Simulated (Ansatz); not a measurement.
Gas-phase reaction in SMILES: C[Si](O)(O)O + H+ → C[Si](O)(O)[OH2+]
Geometries: B3LYP-D3(BJ)/def2-TZVP minima from Ansatz (a quantum-chemistry and plane-wave program), one conformer each, not searched for the lowest.
Geometry of the first species:
SMILES: C[Si](O)(O)O
```xyz
11

C      1.8066    -0.0799    -0.2468
Si    -0.0245    -0.0058     0.0132
O     -0.7691     1.0303    -1.0365
O     -0.7662    -1.4466    -0.2584
O     -0.2323     0.4273     1.5834
H      2.2786     0.8760    -0.0103
H      2.2529    -0.8393     0.3974
H      2.0414    -0.3297    -1.2828
H     -0.5156     1.9560    -1.0218
H     -1.3013    -1.5139    -1.0530
H     -1.1104     0.3239     1.9597
```
Charge 0, spin multiplicity 1.

Quantity: proton affinity (electronic energy difference), positive where the reaction releases energy, in kJ/mol. Valence correlation only, unless marked. Spin-orbit coupling is left out. No relativistic terms. Basis-set limits of correlation are two-point, X^-3; Hartree-Fock from the larger set. [CCSD(T)-MP2]/basis is that difference in the basis named.

RI-MP2/CBS(cc-pV(T+d)Z,cc-pV(Q+d)Z)+[CCSD(T)-MP2]/cc-pV(T+d)Z (Ansatz) gives 814.8 kJ/mol.

**Question.** Another calculation gave 812.1 kJ/mol. Which level was it?
A. BLYP/def2-TZVPD (Ansatz)
B. SVWN5/def2-TZVPD (Ansatz)
C. revPBE/def2-TZVPD (Ansatz)

**Answer.** A, BLYP/def2-TZVPD (Ansatz). The others give 822.6 (revPBE), 797.2 (SVWN5) kJ/mol.
